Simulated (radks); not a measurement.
Results of a calculation; reference values are marked as such.
All-electron atom: Tc III in [Kr] 4d5. Level of theory: non-relativistic Kohn-Sham, Slater X-alpha with alpha = 0.615, spin-polarised, spherical densities, point nucleus; open shells are filled with parallel spins first (spin-orbit coupling, left out, can overturn this in heavy ions); relativity is left out, which matters for an element this heavy (a radial shooting solver on a logarithmic mesh with Libxc functionals).

Normalised radial functions P(r) = r R(r), r in bohr:

r         3d down    4s up  4s down
0.00519    0.0002   0.1291   0.1304
0.007743   0.0008   0.1710   0.1727
0.01164    0.0025   0.2125   0.2146
0.01737    0.0077   0.2336   0.2359
0.02612    0.0231   0.2018   0.2038
0.03928    0.0659   0.0758   0.0765
0.0586     0.1702  -0.1452  -0.1467
0.08812    0.4004  -0.3632  -0.3668
0.1325     0.8045  -0.3220  -0.3250
0.1977     1.2963   0.1228   0.1244
0.2973     1.5959   0.5902   0.5960
0.4435     1.3813   0.3109   0.3116
0.667      0.7576  -0.6464  -0.6559
1.003      0.2249  -1.1125  -1.1159
1.496      0.0302  -0.6867  -0.6792
2.25       0.0012  -0.1791  -0.1746
3.384      0.0000  -0.0164  -0.0161
5.048      0.0000  -0.0004  -0.0004

3d down: eigenvalue -264.38 eV, 0 radial nodes, <r> = 0.400 bohr, 90 % of the charge inside 0.637 bohr. 4s up: eigenvalue -83.952 eV, 3 radial nodes at r = 0.0458, 0.181, 0.512 bohr, <r> = 1.09 bohr, 90 % of the charge inside 1.59 bohr. 4s down: eigenvalue -80.505 eV, 3 radial nodes at r = 0.0458, 0.181, 0.512 bohr, <r> = 1.08 bohr, 90 % of the charge inside 1.58 bohr.
